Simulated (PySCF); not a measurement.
Species: FH4PSeSi.
Atom-mapped SMILES: `[F:1][Si@H:2]([PH2:3])[SeH:4]` (hydrogens: H5 on Si2; H6, H7 on P3; H8 on Se4)

Torsions of this conformer, `[F:1][Si@H:2]([PH2:3])[SeH:4]`: H–P3–Si2–F1 177°, H–P3–Si2–F1 -89°, H–Se4–Si2–F1 158°.

The closed-shell ground state was solved at several levels (PySCF, density fitting, gas phase). Isolated species at its PBE0-D3(BJ)/def2-SVP geometry (one conformer only). Relativistic effects, spin–orbit coupling among them, are left out although an element past zinc is present.

```
         level  basis functions  HOMO (eV)  LUMO (eV)  gap (eV)  dipole (D)
 PBE0/pcSseg-1              126      -7.29      -0.82      6.47        2.39
B97-2/pcSseg-2              241      -7.03      -0.93      6.10        2.19
```

**Question.** What might wB97X-D/def2-SVPD (144 basis functions) give for the same quantities?

**Answer.** HOMO -9.04 eV, LUMO 0.82 eV, gap 9.86 eV, dipole 2.17 D.

**Question.** Over all these levels, which gives the widest orbital gap and which the narrowest?

**Answer.** wB97X-D/def2-SVPD (range-separated hybrid) has the widest, 9.86 eV, and B97-2/pcSseg-2 (global hybrid, 21 % exact exchange) the narrowest, 6.10 eV. Functional and basis both differ between the two, so the spread mixes both effects.

**Question.** How far do the dipole and the HOMO energy spread over the levels?

**Answer.** The dipole runs from 2.17 to 2.39 D (mean 2.25 D) and the HOMO from -9.04 to -7.03 eV.
